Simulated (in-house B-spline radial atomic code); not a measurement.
Results of a calculation; reference values are marked as such.
**Weak and strong correlation along the adiabatic connection**

Two-electron singlets in several external potentials (atomic units), by full CI in B-splines with partial waves to l = 8 (correlation energies up to 0.6 % small). The repulsion is scaled by λ at fixed density; W(λ) is the mean repulsion less the Hartree energy, W(0) = E_x, and the area under W from 0 to 1 is E_xc.

One system gave this curve:

```json
{"λ": "0", "W (hartree)": "-4.4209"}
{"λ": "0.02", "W (hartree)": "-4.4229"}
{"λ": "0.05", "W (hartree)": "-4.4257"}
{"λ": "0.12", "W (hartree)": "-4.4324"}
{"λ": "0.25", "W (hartree)": "-4.4447"}
{"λ": "0.4", "W (hartree)": "-4.4587"}
{"λ": "0.6", "W (hartree)": "-4.477"}
{"λ": "0.8", "W (hartree)": "-4.495"}
{"λ": "1", "W (hartree)": "-4.5126"}
{"λ": "1.4", "W (hartree)": "-4.5467"}
{"λ": "2", "W (hartree)": "-4.5955"}
{"λ": "3", "W (hartree)": "-4.6708"}
{"λ": "4.5", "W (hartree)": "-4.7715"}
{"λ": "7", "W (hartree)": "-4.9129"}
{"λ": "10", "W (hartree)": "-5.0494"}
```

(1) Which system is it?
A. −V exp(−r²/w²), V = 13.3, w = 1.8
B. ω²r²/2 − Z/r, ω = 4.46, Z = 1.5
C. −V exp(−r²/w²), V = 28, w = 5.66
D. −Z exp(−kr)/r, Z = 8.46, k = 3.5

Answers

(1) D. The exchange energy sets the size: −Z exp(−kr)/r, Z = 8.46, k = 3.5: E_x = -4.42, E_c = -0.0466; ω²r²/2 − Z/r, ω = 4.46, Z = 1.5: E_x = -1.92, E_c = -0.0435; −V exp(−r²/w²), V = 13.3, w = 1.8: E_x = -1.2, E_c = -0.0434; −V exp(−r²/w²), V = 28, w = 5.66: E_x = -0.852, E_c = -0.0421 hartree.
